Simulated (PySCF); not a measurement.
**Distorted geometries of [Tl(OH)2]+**

[Tl(OH)2]+ (singlet). PySCF 2.14.0, RKS PBE0, Tl def2-SVP with ECP60, O def2-SVP, H def2-SVP; non-relativistic Hamiltonian with scalar-relativistic core potentials where named; density fitting; no spin-orbit coupling. Relaxed geometry:

```xyz
5

Tl    0.0000    0.0000    0.7118
O     1.9596    0.1476    0.9103
H     2.4253   -0.1595    0.1097
O    -1.9596   -0.1476    0.9103
H    -2.4253    0.1595    0.1097
```

**Question.** Order these distorted geometries by energy above the relaxed one, lowest first.
A.
```xyz
5

Tl    0.0373   -0.0065    0.7996
O     1.9192    0.0991    0.8798
H     2.4155   -0.0975    0.1032
O    -1.9750   -0.1679    0.9370
H    -2.3970    0.1728    0.0323
```
B.
```xyz
5

Tl   -0.0640    0.0802    0.6768
O     2.0467    0.1654    0.8782
H     2.3346   -0.2179    0.1211
O    -2.0053   -0.1893    0.9960
H    -2.3120    0.1616    0.0797
```
C.
```xyz
5

Tl    0.0229    0.0187    0.6720
O     1.9570    0.0883    0.9325
H     2.4347   -0.1522    0.1204
O    -2.0269   -0.1453    0.9506
H    -2.3877    0.1904    0.0762
```

**Answer.** C (0.15 eV), A (0.30 eV), B (0.60 eV).

**Question.** Which forces (eV/Å) act in the one that lies 0.30 eV up?

**Answer.** 
```
Tl  -3.34 -0.30 -0.40
O    1.55  0.60  1.89
H    0.75 -0.42 -1.55
O   -0.15  1.05 -2.50
H    1.19 -0.94  2.56
```
Forces carry noise of the integration grid, about 0.01 to 0.03 eV/Å.
